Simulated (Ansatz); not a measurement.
Ansatz (a program for electronic structure) input for C4H6BF, SMILES C(C)B(F)C#C, PBE0-D3(BJ)/def2-SVP. 

Ansatz 0.2 input:
```yaml
crystal:
  periodic: [false, false, false]
  atoms:
    - {symbol: C, position_ang: [-1.25674259, 2.13084112, -0.00000000]}
    - {symbol: C, position_ang: [-0.38205978, 1.26663646, 0.00000000]}
    - {symbol: B, position_ang: [0.64990164, 0.12819840, -0.00000000]}
    - {symbol: F, position_ang: [1.95192957, 0.46622617, 0.00000000]}
    - {symbol: C, position_ang: [0.26969805, -1.39715926, -0.00000000]}
    - {symbol: C, position_ang: [-1.21954679, -1.75305594, -0.00000000]}
    - {symbol: H, position_ang: [-2.01645891, 2.90194685, 0.00000000]}
    - {symbol: H, position_ang: [0.79284991, -1.85050527, 0.87531058]}
    - {symbol: H, position_ang: [0.79284991, -1.85050526, -0.87531058]}
    - {symbol: H, position_ang: [-1.73400686, -1.33619491, -0.88940137]}
    - {symbol: H, position_ang: [-1.38619482, -2.84914830, 0.00000000]}
    - {symbol: H, position_ang: [-1.73400686, -1.33619492, 0.88940137]}
basis:
  gaussian:
    orbitals: def2-SVP
hamiltonian:
  xc: pbe0
  dispersion: d3bj
relax: {f_tol: 0.002, max_steps: 200}
```

Log of the run:

```
WARN ansatz: RAYON_NUM_THREADS=2 ignored (pool sized by the plan → 2); use --threads N
Functional definition: PBE0
integrals: 0.07 GiB planned
1294 factors; integrals over basis functions are off by at most 4.6e-4 eV
mean field: 0.48 GiB planned
mean field evaluation 1: about -7617.3944 eV, gradient 5.4e1 eV
mean field evaluation 2: about -7616.4832 eV, gradient 5.8e1 eV
mean field evaluation 4: about -7624.5607 eV, gradient 4.9e0 eV
mean field evaluation 8: about -7624.6714 eV, gradient 1.7e-1 eV
mean field evaluation 16: about -7624.6714 eV, gradient 4.1e-5 eV
mean field -7624.67143028 eV, -280.2015068749 hartree, gradient 4.1e-5 eV, S^2 0.000000; 0 other end points of the search recorded, 0 dependent functions left out
the calculation of the forces begins
reference -7624.67145813 eV, -280.2015078985 hartree; 22, 22 occupied and 92, 92 virtual orbitals, 1294 factors
relax step   1: F+E_penalty+E_count = -7624.86728479 eV  Δ(F+E_penalty+E_count) = +0.000e0 eV  max|allowed force component| = 8.160e-1 eV/Å  Δτ_max = 0.0000 Å  (29 SCF iters, accepted)
these checks for a lower state are left out or cut short: starts, cluster_reference, orbital_swaps, neighbouring_geometries, increment
integrals: 0.07 GiB planned
1294 factors; integrals over basis functions are off by at most 4.4e-4 eV
mean field: 0.48 GiB planned
mean field -7624.68965236 eV, -280.2021765239 hartree, gradient 2.0e-5 eV, S^2 0.000000; 0 other end points of the search recorded, 0 dependent functions left out
the calculation of the forces begins
reference -7624.68968015 eV, -280.2021775453 hartree; 22, 22 occupied and 92, 92 virtual orbitals, 1294 factors
relax step   2: F+E_penalty+E_count = -7624.88636087 eV  Δ(F+E_penalty+E_count) = -1.908e-2 eV  max|allowed force component| = 2.350e-1 eV/Å  Δτ_max = 0.0173 Å  (33 SCF iters, accepted)
these checks for a lower state are left out or cut short: starts, cluster_reference, orbital_swaps, neighbouring_geometries, increment
integrals: 0.07 GiB planned
1294 factors; integrals over basis functions are off by at most 4.4e-4 eV
mean field: 0.48 GiB planned
mean field evaluation 32: about -7624.6908 eV, gradient 1.3e-5 eV
mean field -7624.69080403 eV, -280.2022188469 hartree, gradient 1.3e-5 eV, S^2 0.000000; 0 other end points of the search recorded, 0 dependent functions left out
the calculation of the forces begins
reference -7624.69083180 eV, -280.2022198675 hartree; 22, 22 occupied and 92, 92 virtual orbitals, 1294 factors
relax step   3: F+E_penalty+E_count = -7624.88766496 eV  Δ(F+E_penalty+E_count) = -1.304e-3 eV  max|allowed force component| = 5.138e-2 eV/Å  Δτ_max = 0.0052 Å  (27 SCF iters, accepted)
these checks for a lower state are left out or cut short: starts, cluster_reference, orbital_swaps, neighbouring_geometries, increment
integrals: 0.07 GiB planned
1294 factors; integrals over basis functions are off by at most 4.4e-4 eV
mean field: 0.48 GiB planned
mean field -7624.69083031 eV, -280.2022198128 hartree, gradient 8.8e-6 eV, S^2 0.000000; 0 other end points of the search recorded, 0 dependent functions left out
the calculation of the forces begins
reference -7624.69085808 eV, -280.2022208334 hartree; 22, 22 occupied and 92, 92 virtual orbitals, 1294 factors
relax step   4: F+E_penalty+E_count = -7624.88769743 eV  Δ(F+E_penalty+E_count) = -3.247e-5 eV  max|allowed force component| = 9.321e-3 eV/Å  Δτ_max = 0.0006 Å  (25 SCF iters, accepted)
these checks for a lower state are left out or cut short: starts, cluster_reference, orbital_swaps, neighbouring_geometries, increment
integrals: 0.07 GiB planned
1294 factors; integrals over basis functions are off by at most 4.4e-4 eV
mean field: 0.48 GiB planned
mean field -7624.69083837 eV, -280.2022201091 hartree, gradient 3.7e-5 eV, S^2 0.000000; 0 other end points of the search recorded, 0 dependent functions left out
the calculation of the forces begins
reference -7624.69086614 eV, -280.2022211296 hartree; 22, 22 occupied and 92, 92 virtual orbitals, 1294 factors
relax step   5: F+E_penalty+E_count = -7624.88770172 eV  Δ(F+E_penalty+E_count) = -4.285e-6 eV  max|allowed force component| = 3.854e-3 eV/Å  Δτ_max = 0.0004 Å  (21 SCF iters, accepted)
these checks for a lower state are left out or cut short: starts, cluster_reference, orbital_swaps, neighbouring_geometries, increment
integrals: 0.07 GiB planned
1294 factors; integrals over basis functions are off by at most 4.4e-4 eV
mean field: 0.48 GiB planned
mean field -7624.69083625 eV, -280.2022200312 hartree, gradient 4.7e-5 eV, S^2 0.000000; 0 other end points of the search recorded, 0 dependent functions left out
the calculation of the forces begins
reference -7624.69086402 eV, -280.2022210517 hartree; 22, 22 occupied and 92, 92 virtual orbitals, 1294 factors
relax step   6: F+E_penalty+E_count = -7624.88770399 eV  Δ(F+E_penalty+E_count) = -2.269e-6 eV  max|allowed force component| = 3.513e-3 eV/Å  Δτ_max = 0.0011 Å  (21 SCF iters, accepted)
these checks for a lower state are left out or cut short: starts, cluster_reference, orbital_swaps, neighbouring_geometries, increment
integrals: 0.07 GiB planned
1294 factors; integrals over basis functions are off by at most 4.4e-4 eV
mean field: 0.48 GiB planned
mean field -7624.69086133 eV, -280.2022209526 hartree, gradient 2.4e-5 eV, S^2 0.000000; 0 other end points of the search recorded, 0 dependent functions left out
the calculation of the forces begins
reference -7624.69088910 eV, -280.2022219731 hartree; 22, 22 occupied and 92, 92 virtual orbitals, 1294 factors
relax step   7: F+E_penalty+E_count = -7624.88770537 eV  Δ(F+E_penalty+E_count) = -1.379e-6 eV  max|allowed force component| = 1.772e-3 eV/Å  Δτ_max = 0.0010 Å  (21 SCF iters, accepted)
integrals: 0.07 GiB planned
1294 factors; integrals over basis functions are off by at most 4.4e-4 eV
mean field: 0.48 GiB planned
mean field evaluation 64: about -7624.6905 eV, gradient 3.7e-1 eV
mean field -7624.69086133 eV, -280.2022209526 hartree, gradient 2.4e-5 eV, S^2 0.000000; 1 other end points of the search recorded, 0 dependent functions left out
the calculation of the forces begins
reference -7624.69088910 eV, -280.2022219731 hartree; 22, 22 occupied and 92, 92 virtual orbitals, 1294 factors
Total energy: -7624.88773314 eV, -280.2094558582 hartree
Atom 0 at    -1.250899     2.120200     0.000000 Å, force     0.001015     0.001501    -0.000000 eV/Å
Atom 1 at    -0.388478     1.261006     0.000000 Å, force    -0.000044    -0.000628     0.000000 eV/Å
Atom 2 at     0.643559     0.123693    -0.000000 Å, force    -0.001772    -0.000846    -0.000000 eV/Å
Atom 3 at     1.932112     0.459544     0.000000 Å, force     0.000792    -0.000035     0.000000 eV/Å
Atom 4 at     0.266591    -1.395201    -0.000000 Å, force     0.000722     0.000046    -0.000000 eV/Å
Atom 5 at    -1.214267    -1.747495    -0.000000 Å, force    -0.000684     0.000417     0.000000 eV/Å
Atom 6 at    -2.003527     2.888862     0.000000 Å, force    -0.000535    -0.000852    -0.000000 eV/Å
Atom 7 at     0.784988    -1.842612     0.870174 Å, force     0.000030     0.000259    -0.000109 eV/Å
Atom 8 at     0.784988    -1.842612    -0.870174 Å, force     0.000030     0.000259     0.000109 eV/Å
Atom 9 at    -1.724446    -1.334266    -0.883524 Å, force     0.000037    -0.000126     0.000106 eV/Å
Atom 10 at    -1.377962    -2.835768     0.000000 Å, force     0.000371     0.000134     0.000000 eV/Å
Atom 11 at    -1.724446    -1.334266     0.883523 Å, force     0.000037    -0.000126    -0.000106 eV/Å
Dipole moment:    -0.300335    -0.054229    -0.000000 e Å
```

The run converged.

Cost: roughly 60 core-seconds.
